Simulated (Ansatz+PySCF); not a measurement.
Values are calculated unless marked as measured or tabulated.
Input for PySCF 2.14.0:

```python
from pyscf import gto, scf, cc

mol = gto.M(atom="""
Be 0.000000 0.000000 0.000000
S 0.000000 0.000000 2.280000
""", basis='6-31g', charge=0, spin=0)
mf = scf.RHF(mol)
mf.kernel()
mycc = cc.CCSD(mf, frozen=6).run()
et = mycc.ccsd_t()
print(mf.e_tot, mycc.e_corr, et, mycc.e_tot + et)
```

The script is written out from the run's settings.

Output:

- Converged: yes
- Reference energy: -412.02748 hartree
- CCSD correlation energy: -0.10377 hartree
- Triples correction: -0.00604 hartree
- Total energy: -412.13728 hartree
- Spin squared of the determinant: 0.000

Caution: bonds are stretched, where a single reference can fail; an unrestricted determinant lies well below.
